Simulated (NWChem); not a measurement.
System meant: SnN3H7; SMILES [NH2][SnH]([NH2])[NH2]

Here is an NWChem input.

```
start job
memory heap 200 mb stack 900 mb global 1100 mb
geometry units angstroms noautoz
  Sn     0.025616     0.017671    -0.206403
  N      0.043334     1.926578     0.601810
  N      1.555085    -1.177709     0.490925
  N     -1.621902    -1.008261     0.521763
  H      0.251105     0.203775    -1.922361
  H     -0.415222     1.935519     1.523868
  H     -0.484385     2.583580     0.009902
  H      2.466331    -0.775213     0.230867
  H      1.541517    -1.203411     1.520377
  H     -2.498136    -0.629182     0.136445
  H     -1.579597    -1.992587     0.220218
end
basis spherical
  * library def2-svp
end
ecp
  Sn library def2-ecp
end
dft
  odft
  mult 2
  xc b3lyp
  iterations 150
  mulliken
end
task dft energy
```

End of the output:

```
 Summary of "ao basis" -> "" (spherical)
 ------------------------------------------------------------------------------
       Tag                 Description            Shells   Functions and Types
 ---------------- ------------------------------  ------  ---------------------
 *                          def2-svp                  on all atoms

                                 NWChem DFT Module
                                 -----------------

 Summary of "ao basis" -> "ao basis" (spherical)
 ------------------------------------------------------------------------------
       Tag                 Description            Shells   Functions and Types
 ---------------- ------------------------------  ------  ---------------------
 Sn                         def2-svp                10       26   4s4p2d
 N                          def2-svp                 6       14   3s2p1d
 H                          def2-svp                 3        5   2s1p

 Summary of "ao basis" -> "ao basis" (spherical)
 ------------------------------------------------------------------------------
       Tag                 Description            Shells   Functions and Types
 ---------------- ------------------------------  ------  ---------------------
 Sn                         def2-svp                10       26   4s4p2d
 N                          def2-svp                 6       14   3s2p1d
 H                          def2-svp                 3        5   2s1p

  number of electrons :                   50
  multiplicity        :                    2
 ------------------------------------------------------------------------
  no. of electrons and multiplicity not compatible                  50
 ------------------------------------------------------------------------
 ------------------------------------------------------------------------
  current input line :
    29: task dft energy
 ------------------------------------------------------------------------
 ------------------------------------------------------------------------
 There is an error in the input file
 ------------------------------------------------------------------------
 For more information see the NWChem manual at https://nwchemgit.github.io

0: no. of electrons and multiplicity not compatible:Received an Error in Communication
```

What is wrong, and how is it mended?

The program refused the input. Cause: the multiplicity doesn't fit the number of electrons (an even count wants an odd multiplicity, and the reverse). This input runs:
```
start job
memory heap 200 mb stack 900 mb global 1100 mb
geometry units angstroms noautoz
  Sn     0.025616     0.017671    -0.206403
  N      0.043334     1.926578     0.601810
  N      1.555085    -1.177709     0.490925
  N     -1.621902    -1.008261     0.521763
  H      0.251105     0.203775    -1.922361
  H     -0.415222     1.935519     1.523868
  H     -0.484385     2.583580     0.009902
  H      2.466331    -0.775213     0.230867
  H      1.541517    -1.203411     1.520377
  H     -2.498136    -0.629182     0.136445
  H     -1.579597    -1.992587     0.220218
end
basis spherical
  * library def2-svp
end
ecp
  Sn library def2-ecp
end
dft
  xc b3lyp
  iterations 150
  mulliken
end
task dft energy
```
It converges to -382.70091 Ha (B3LYP/def2-SVP with def2 effective core potentials on Sn).
